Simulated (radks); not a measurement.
Question: Species: Pt I. Configuration: [Xe] 4f14 5d8 6s2 (not the ground configuration). Method: non-relativistic Kohn-Sham, r2SCAN, spin-unpolarised, spherical densities, point nucleus; meta-GGA in the generalised Kohn-Sham scheme; relativity is left out, which matters for an element this heavy; computed with a radial shooting solver on a logarithmic mesh with Libxc functionals. Some entries of the table are withheld. Estimate them.

orbital,occ.,eigenvalue (hartree),r(max) (bohr),<r> (bohr)
1s,2,-2618.138,(1),(2)
2s,2,-436.7076,0.07003,0.08181
2p,6,-419.4082,0.05436,0.06916
3s,2,-102.1396,0.1914,0.2065
3p,6,-94.02278,0.1802,0.1969
3d,10,-78.91193,0.1420,0.1723
4s,2,-21.67110,0.4277,0.4557
4p,6,-18.16063,0.4275,(3)
4d,10,-11.73510,0.4212,0.4706
4f,14,-3.20169,(4),0.5031
5s,2,-3.15973,0.9569,(5)
5p,6,-2.06244,(6),1.148
5d,8,-0.37892,1.232,1.581
6s,2,-0.19590,2.660,3.210

Answer: 
(1) 1s r(max) (bohr): 0.01288
(2) 1s <r> (bohr): 0.01941
(3) 4p <r> (bohr): 0.4606
(4) 4f r(max) (bohr): 0.3809
(5) 5s <r> (bohr): 1.053
(6) 5p r(max) (bohr): 1.017
